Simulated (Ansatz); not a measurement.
Input file for Ansatz (a quantum-chemistry and plane-wave program): R-CCSD(T)/aug-cc-pVTZ on HF (SMILES F) with ghost functions.

Ansatz 0.2 input:
```yaml
crystal:
  periodic: [false, false, false]
  atoms:
    - {symbol: F, position_ang: [-0.08209952, 0.19386140, -0.50397270]}
    - {symbol: H, position_ang: [-0.06940098, 0.09894462, 0.41765146]}
basis:
  gaussian:
    orbitals: aug-cc-pVTZ
    ghost_atoms:
      - {symbol: H, position_ang: [-0.09102822, -0.45966174, 2.30920041]}
      - {symbol: H, position_ang: [0.00799744, 0.27667606, 2.37973646]}
magnetization: {spin_polarized: false}
correlation: {method: ccsd_t, electrons: outside_noble_gas}
scf: {lower_state_search: off}
```

Problem. What total energy does the run end on?

Solution. -100.3498 hartree (reference determinant -100.0606, T1 diagnostic 0.010).
